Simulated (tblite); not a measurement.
Species: C3H7NSSi2.
SMILES with atom numbers: `[SiH3:1][SiH2:2][c:3]1[n:4][cH:5][cH:6][s:7]1` (hydrogens: H8, H9, H10 on Si1; H11, H12 on Si2; H13 on C5; H14 on C6)

Cartesian coordinates in Å at the GFN2-xTB level; atoms count from 1:
```
atom  x, y, z in Å
Si1   -2.6336   -0.0684   -0.5969
Si2   -1.1381   -0.3185    1.1448
C3     0.5992   -0.0318    0.4826
N4     0.9478   -0.3295   -0.7211
C5     2.2371   -0.0321   -0.9858
C6     2.9222    0.5243    0.0483
S7     1.9023    0.6801    1.4201
H8    -2.1392   -0.5602   -1.8808
H9    -3.0234    1.3331   -0.7874
H10   -3.8711   -0.7957   -0.2950
H11   -1.2739    0.6382    2.2536
H12   -1.1084   -1.6476    1.7740
H13    2.6364   -0.2416   -1.9621
H14    3.9420    0.8493    0.0835
```

Computed with GFN2-xTB (tblite): harmonic, unscaled wavenumbers at the GFN2-xTB geometry, gas phase. The method is semi-empirical: single wavenumbers can be off by several per cent or more. Modes of hydrogen on silicon can be 10 to 20 % off. One conformer, not necessarily the lowest. The optimisation stopped once no atom felt more than 0.01 eV/Å.

Lowest wavenumbers of the output (negative numbers stand for imaginary wavenumbers):
```
mode    cm-1
  1     -22.3
  2       2.7
  3      68.4
  4     146.4
  5     178.2
  6     354.6
  7     382.2
  8     440.2
  9     463.1
 10     480.3
 11     485.0
 12     570.2
 13     598.0
 14     619.3
 15     672.2
```

Task: Is this structure a minimum?

Result: Not by this Hessian. 1 mode is imaginary beyond 20i (22i cm⁻¹), so at this level the point lies at or near a first-order saddle. The curvature is small, so loose convergence or finite differences may be the whole cause.

Task: Which atoms move in the imaginary mode?

Result: 22i: H9 (Si–H hydrogen) 32 %, H8 (Si–H hydrogen) 32 %, H10 (Si–H hydrogen) 27 %. These are shares of the mass-weighted motion.

Task: What is the remedy?

Result: Step along that mode in both directions, optimise again with tighter thresholds and repeat the frequencies. The zero-point energy of this point (52.5 kcal/mol) counts the 35 real modes alone, and thermal corrections from it aren't those of a minimum.
